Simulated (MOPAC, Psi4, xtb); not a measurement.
Two rigid molecules brought together: H2O ··· CS2 (SMILES O and S=C=S), singlet. Monomers: optimised at B3LYP-D3(BJ) (def2-TZVP), held rigid. Orientation: a higher rigid-body minimum at GFN2-xTB. Only R, the distance of the centres of mass, is varied, so the lowest point isn't the relaxed dimer.

Geometry at R = 3.42 Å (first 3 atoms: monomer A):
```
6

O     -0.0008     0.3896     0.0000
H      0.7654    -0.1932     0.0000
H     -0.7646    -0.1964     0.0000
S     -0.4883     0.7583    -3.9136
C     -0.2744    -0.6398    -3.2728
S     -0.0606    -2.0378    -2.6321
```

Levels of theory: PM7, restricted, heats of formation (MOPAC); AM1, restricted, heats of formation (MOPAC); GFN1-xTB (xtb); SAPT0/jun-cc-pVDZ, frozen core (Psi4).

Interaction energies in kJ/mol; the last columns give the difference from SAPT0:

| R / Å | PM7 | AM1 | GFN1-xTB | SAPT0/jun-cc-pVDZ | PM7 − SAPT0/jun-cc-pVDZ | AM1 − SAPT0/jun-cc-pVDZ | GFN1-xTB − SAPT0/jun-cc-pVDZ |
|---|---|---|---|---|---|---|---|
| 2.82 | 9.44 | 12.73 | -3.16 | 13.81 | -4.37 | -1.08 | -16.97 |
| 3.05 | 2.45 | 7.02 | -5.40 | 4.08 | -1.63 | 2.94 | -9.48 |
| 3.23 | -0.37 | 4.54 | -5.23 | 0.54 | -0.91 | 3.99 | -5.77 |
| 3.42 | -1.97 | 2.81 | -4.48 | -1.16 | -0.81 | 3.97 | -3.32 |
| 3.61 | -2.77 | 1.66 | -3.68 | -1.78 | -0.99 | 3.44 | -1.90 |
| 3.85 | -3.13 | 0.76 | -2.82 | -1.85 | -1.28 | 2.62 | -0.97 |
| 4.11 | -3.07 | 0.24 | -2.14 | -1.60 | -1.47 | 1.84 | -0.54 |
| 4.40 | -2.67 | -0.02 | -1.60 | -1.24 | -1.44 | 1.22 | -0.36 |
| 4.94 | -1.70 | -0.14 | -0.94 | -0.69 | -1.01 | 0.55 | -0.26 |
| 5.58 | -0.90 | -0.11 | -0.51 | -0.33 | -0.57 | 0.22 | -0.18 |
| 6.66 | -0.30 | -0.05 | -0.19 | -0.10 | -0.20 | 0.05 | -0.08 |
| 7.94 | -0.10 | -0.02 | -0.07 | -0.03 | -0.07 | 0.01 | -0.03 |

PM7 is furthest from SAPT0/jun-cc-pVDZ at 2.82 (-4.37 kJ/mol, below); its mean absolute difference over the points is 1.23 kJ/mol.

AM1 is furthest from SAPT0/jun-cc-pVDZ at 3.23 (3.99 kJ/mol, above); its mean absolute difference over the points is 1.83 kJ/mol.

GFN1-xTB is furthest from SAPT0/jun-cc-pVDZ at 2.82 (-16.97 kJ/mol, below); its mean absolute difference over the points is 3.32 kJ/mol.
